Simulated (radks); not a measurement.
Coulomb parameter of the 5d shell of the iridium ion Ir3+ in the model configuration [Xe] 4f14 5d4.5 6s1.5, as a second difference U = [E(n + 0.5) + E(n - 0.5) - 2 E(n)] / (0.5)^2 with all orbitals relaxed. "Bare": the charge of the atom changes with n. "Screened": the 6s shell takes up the change at fixed total charge, which measures U(5d,5d) + U(6s,6s) - 2 U(5d,6s). All-electron calculation, scalar-relativistic Kohn-Sham, PBE, spin-unpolarised, spherical densities, finite nucleus; Fermi nuclear charge, rms radius 5.4032 fm. Program: a radial shooting solver on a logarithmic mesh with Libxc functionals.

[
 {"case": "start", "configuration": "[Xe] 4f14 5d4.5 6s1.5", "E - E(n) (eV)": "0.000"},
 {"case": "bare +0.5", "configuration": "[Xe] 4f14 5d5 6s1.5", "E - E(n) (eV)": "-18.840"},
 {"case": "bare -0.5", "configuration": "[Xe] 4f14 5d4 6s1.5", "E - E(n) (eV)": "22.195"},
 {"case": "screened +0.5", "configuration": "[Xe] 4f14 5d5 6s1", "E - E(n) (eV)": "-3.517"},
 {"case": "screened -0.5", "configuration": "[Xe] 4f14 5d4 6s2", "E - E(n) (eV)": "3.837"}
]

U(bare) = 13.420 eV, U(screened by 6s) = 1.282 eV, against the Slater integral F0(5d,5d) = 16.416 eV with frozen orbitals.
